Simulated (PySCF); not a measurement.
PySCF job for H3Si, SMILES [SiH3-], charge -1, PBE/pcSseg-2. Geometry optimised at PBE0-D3(BJ)/def2-TZVPD.

```python
import numpy as np
from pyscf import gto, scf, dft
from pyscf.prop.nmr import rks as nmr

mol = gto.M(
    atom='''
    Si   -0.00000000    0.00000000   -0.14597214
    H     1.13031148   -0.65258564    0.68120333
    H     0.00000001    1.30517127    0.68120334
    H    -1.13031147   -0.65258563    0.68120335
    ''',
    basis='pcSseg-2',
    charge=-1,
    spin=0,
    max_memory=1600,
    verbose=3,
)
mf = dft.RKS(mol, xc='pbe')
mf.grids.level = 3
mf.conv_tol = 1e-10
mf.max_cycle = 100
mf.kernel()
n = nmr.NMR(mf)
n.verbose = 2
n.max_cycle_cphf = 60
sigma = n.kernel()
print('atom   isotropic/ppm   span/ppm')
for i, s in enumerate(sigma):
    w = np.linalg.eigvalsh((s + s.T) / 2)
    print(f'{mol.atom_symbol(i):2s}{i + 1:3d} {w.mean():14.3f} {w[2] - w[0]:11.3f}')
```

Program output:

```
converged SCF energy = -291.13254338536
atom   isotropic/ppm   span/ppm
Si  1        554.302      40.191
H   2         29.977       7.403
H   3         29.977       7.403
H   4         29.977       7.403
```

The run converged.

Cost: very roughly 2.1 core-seconds.
